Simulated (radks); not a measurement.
Values are calculated unless marked as measured or tabulated.
Orbital eigenvalues (eV) of the iron ion Fe3+, [Ar] 3d5, at several levels of relativity; Dirac values are averaged over j with weights 2j + 1. Spin-unpolarised spherical Kohn-Sham, PBE, point nucleus unless stated (finite: rms radius 3.7377 fm), a radial shooting solver on a logarithmic mesh with Libxc functionals. A level marked "c x" has the speed of light scaled by that factor and shares open shells by 2j + 1; other Dirac levels either fill j = l - 1/2 first or share by 2j + 1.

[
 {"shell": "1s", "non-rel.": "-6971.2", "scalar-rel., finite nucleus": "-7036.9", "Dirac, 2j+1 shares": "-7035.5", "Dirac, c x 1.5": "-6999.5", "change of magnitude, last against first (%)": "+0.41"},
 {"shell": "2s", "non-rel.": "-844.48", "scalar-rel., finite nucleus": "-857.93", "Dirac, 2j+1 shares": "-857.69", "Dirac, c x 1.5": "-850.28", "change of magnitude, last against first (%)": "+0.69"},
 {"shell": "2p", "non-rel.": "-733.96", "scalar-rel., finite nucleus": "-736.64", "Dirac, 2j+1 shares": "-736.45", "Dirac, c x 1.5": "-735.05", "change of magnitude, last against first (%)": "+0.15"},
 {"shell": "3s", "non-rel.": "-129.03", "scalar-rel., finite nucleus": "-131.17", "Dirac, 2j+1 shares": "-131.14", "Dirac, c x 1.5": "-129.96", "change of magnitude, last against first (%)": "+0.72"},
 {"shell": "3p", "non-rel.": "-96.497", "scalar-rel., finite nucleus": "-96.961", "Dirac, 2j+1 shares": "-96.950", "Dirac, c x 1.5": "-96.696", "change of magnitude, last against first (%)": "+0.21"},
 {"shell": "3d", "non-rel.": "-43.473", "scalar-rel., finite nucleus": "-43.215", "Dirac, 2j+1 shares": "-43.213", "Dirac, c x 1.5": "-43.357", "change of magnitude, last against first (%)": "-0.27"}
]
